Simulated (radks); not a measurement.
Values are calculated unless marked as measured or tabulated.
Radial electron density D(r) = 4 pi r^2 rho(r) of an atom or ion with 7 electrons. Code: a radial shooting solver on a logarithmic mesh with Libxc functionals. Model: non-relativistic Kohn-Sham, PBE, spin-polarised, spherical densities, point nucleus.

r (bohr),D(r) (e/bohr),spin D(r)
0.007994,0.3181,-0.000111
0.01016,0.4944,-0.000166
0.01292,0.7602,-0.000240
0.01642,1.153,-0.000326
0.02088,1.720,-0.000389
0.02654,2.510,-0.000321
0.03374,3.564,0.000159
0.04289,4.888,0.00174
0.05453,6.414,0.00597
0.06932,7.960,0.0162
0.08812,9.212,0.0391
0.112,9.765,0.0873
0.1424,9.287,0.182
0.181,7.771,0.353
0.2302,5.715,0.634
0.2903,4.048,1.03
0.369,3.389,1.54
0.4691,3.842,2.04
0.5963,4.593,2.31
0.758,4.608,2.16
0.9637,3.553,1.62
1.225,2.046,0.974
1.557,0.9270,0.527
1.98,0.4553,0.363
2.517,0.3554,0.343
3.199,0.3046,0.304
4.067,0.1890,0.189
5.171,0.07461,0.0746
6.573,0.01677,0.0168
8.356,0.001763,0.00176

What is the nuclear charge?

Answer. Z = 9. The innermost maximum, from 1s, lies near 1/Z = 0.111 bohr (found: 0.114), and its height grows with Z. The density is that of the fluorine ion F2+ in [He] 2s2 2p2 3d1; the configuration itself is not fixed sharply by these data. D(r) has 2 maxima, at r = 0.114, 0.678 bohr, and minima at 0.372 bohr, inside which lie 2.18 electrons.
